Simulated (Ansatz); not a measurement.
A made-up structure of CH3GaO, singlet:

```
6
angstrom
O -0.4877 -0.9425 -0.1037
C 0.0441 -1.7083 0.6681
Ga 0.3372 0.8924 -0.0166
H -1.2166 -1.2634 -0.6576
H 1.6133 1.1775 -0.8784
H -0.1809 1.8925 1.0714
```

It is relaxed with PBE-D4/def2-SVP and then PBE0-D4/def2-TZVP (Ansatz 0.2.0). Atoms count as bonded within 1.22 times the sum of their covalent radii (H–H: 0.88 Å). The end point is not checked to be a true minimum.

Q: Does its bonding change? (Judge from chemistry; the calculation decides.)

A: The calculation gives: Yes. Formed: C2–Ga3; broken: O1–Ga3.

Where it ends: The first stage lowers the energy by 2.98 eV in 17 steps. It ends as CH₃GaO ([OH][C][GaH2]):
O1  (-1.121, -1.280, -0.563)
C2  (-0.183, -0.701, 0.089)
Ga3  (0.565, 1.059, 0.132)
H4  (-1.202, -2.215, -0.294)
H5  (1.927, 1.234, -0.619)
H6  (0.123, 1.951, 1.338)
(Å)

Labels in which every atom is bracketed show which atoms are joined, not bond orders.

For scale, one of the runs: PBE0-D4/def2-TZVP relaxation, 128 basis functions, launched by `ansatz run in.yaml --threads 2 --pin off --events-out ev --progress --plain --max-ram 4352MiB`. The run took about 20 s on 2 CPU threads of an Arm Neoverse V1 (shared host).
